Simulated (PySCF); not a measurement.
Exercise with solution: dipole moment from atomic charges

B(CCH)(H)(Me) (C₃H₅B), SMILES C#CBC. Atoms are numbered in the order given.

```xyz
9

B     -0.7599    -0.0959    -0.3356
C      0.3597    -0.5986     0.5598
C      1.2705    -1.0054     1.2842
H      2.0677    -1.3661     1.9214
H     -1.7735    -0.7740    -0.4032
C     -0.6842     1.2445    -1.1431
H     -1.4663     1.9256    -0.7325
H     -0.9933     1.0809    -2.1985
H      0.2885     1.7700    -1.1147
```

Geometry: PBE-D3(BJ)/def2-SVP.

Charges (e) from r2SCAN/def2-TZVPD run with PySCF:

```
atom     IAO  ESP fit
----  ------  -------
B1     0.165    0.599
C2    -0.129   -0.246
C3    -0.182   -0.297
H4     0.212    0.294
H5     0.011   -0.171
C6    -0.576   -0.670
H7     0.176    0.161
H8     0.170    0.160
H9     0.153    0.170
```

The dipole moment of the full density is 0.64 D.

Task: What dipole moment does each set of point charges give, and which comes closer to that of the density?

Result: 
μ = Σ q r, and 1 e Å = 4.8032 D.
IAO: Σ q r = (0.027, 0.023, 0.027) e Å, |μ| = 0.21 D.
ESP fit: Σ q r = (0.103, 0.069, 0.020) e Å, |μ| = 0.60 D.
ESP fit comes closer in size. Point charges leave out the atoms' own dipoles (lone pairs, polarised bonds); fits to the potential absorb them, partitions of the density don't.
